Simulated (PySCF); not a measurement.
Compound: CuBr (singlet state).
SMILES with atom numbers: `[Cu:1][Br:2]`

Geometry (PBE0-D3(BJ)/def2-SVP, Å), atoms numbered from 1 in this order:
```xyz
2
CuBr angstrom
Cu     1.1067   -0.0747    0.0246
Br    -1.0959    0.0464   -0.0365
```

Theory: PBE0-D3(BJ)/def2-SVP geometry optimisation, gas phase (PySCF 2.14.0).

Take the most abundant isotopes and a rigid rotor. 

What are the moment of inertia and the rotational constant?

I = 170.506 u·Å², B = 505379 MHz·u·Å²/I = 2964 MHz (0.0989 cm⁻¹, or 0.142 K as hB/k). For two atoms I = μr² with μ = 35.0114 u and r = 2.2068 Å.

List the first levels of a rigid rotor in a Σ state.

E(J) = BJ(J+1): J = 1: 0.198, J = 2: 0.593, J = 3: 1.186, J = 4: 1.977, J = 5: 2.966, J = 6: 4.152 cm⁻¹.

Where do the first rotational lines fall?

The dipole is 5.31 D; J+1 ← J lies at 2B(J+1): 1 ← 0 at 5.93 GHz, 2 ← 1 at 11.86 GHz, 3 ← 2 at 17.78 GHz, 4 ← 3 at 23.71 GHz, 5 ← 4 at 29.64 GHz, 6 ← 5 at 35.57 GHz.

Estimate the classical rotational partition function at 25 K, 100 K and 200 K.

Point group C∞v, symmetry number σ = 1; q = kT/(σhB), k/h = 20836.6 MHz/K: 176 at 25 K, 703 at 100 K, 1410 at 200 K.

Not checked by PBE0-D3(BJ)/def2-SVP frequencies. Zero-point vibration and centrifugal distortion are left out.
